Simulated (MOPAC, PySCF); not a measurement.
Cl$_{4}$Ge, SMILES `[Cl][Ge]([Cl])([Cl])[Cl]`, neutral singlet in the gas phase. 

Cartesian coordinates (Å):
```xyz
5

Cl    -1.2011    -1.6363    -0.5999
Ge     0.0000    -0.0001     0.0000
Cl     1.8428    -0.0590    -1.0394
Cl    -1.0022     1.8107    -0.4432
Cl     0.3606    -0.1153     2.0825
```
Charge 0, spin multiplicity 1.

All levels are single points at this geometry (CAM-B3LYP-D3(BJ)/def2-TZVP); Pople sets use spherical d functions. Orbital energies aren't observables, and empty levels follow the basis.

```json
[
 {"level": "CAM-B3LYP-D3(BJ)/def2-TZVP in PySCF", "HOMO (eV)": "-11.04", "LUMO (eV)": "-1.20", "gap (eV)": "9.84", "dipole (D)": "0.00", "vertical IE, Delta-SCF (eV)": "–"},
 {"level": "PBE-D3(BJ)/def2-TZVP in PySCF", "HOMO (eV)": "-8.20", "LUMO (eV)": "-3.21", "gap (eV)": "4.99", "dipole (D)": "0.00", "vertical IE, Delta-SCF (eV)": "–"},
 {"level": "B3LYP/3-21G in PySCF", "HOMO (eV)": "-9.76", "LUMO (eV)": "-3.18", "gap (eV)": "6.58", "dipole (D)": "0.00", "vertical IE, Delta-SCF (eV)": "–"},
 {"level": "B3LYP/LANL2DZ in PySCF", "HOMO (eV)": "-9.82", "LUMO (eV)": "-3.22", "gap (eV)": "6.60", "dipole (D)": "0.00", "vertical IE, Delta-SCF (eV)": "–"},
 {"level": "M06-2X/6-31G* in PySCF", "HOMO (eV)": "-11.05", "LUMO (eV)": "-1.00", "gap (eV)": "10.05", "dipole (D)": "0.00", "vertical IE, Delta-SCF (eV)": "–"},
 {"level": "PBE/6-31G* in PySCF", "HOMO (eV)": "-8.19", "LUMO (eV)": "-3.33", "gap (eV)": "4.86", "dipole (D)": "0.00", "vertical IE, Delta-SCF (eV)": "–"},
 {"level": "HF/3-21G in PySCF", "HOMO (eV)": "-13.71", "LUMO (eV)": "0.69", "gap (eV)": "14.39", "dipole (D)": "0.00", "vertical IE, Delta-SCF (eV)": "–"},
 {"level": "HF/STO-3G in PySCF", "HOMO (eV)": "-11.90", "LUMO (eV)": "4.47", "gap (eV)": "16.37", "dipole (D)": "0.00", "vertical IE, Delta-SCF (eV)": "–"},
 {"level": "PM6 in MOPAC", "HOMO (eV)": "-12.02", "LUMO (eV)": "-2.26", "gap (eV)": "9.76", "dipole (D)": "0.00", "vertical IE, Delta-SCF (eV)": "–"}
]
```
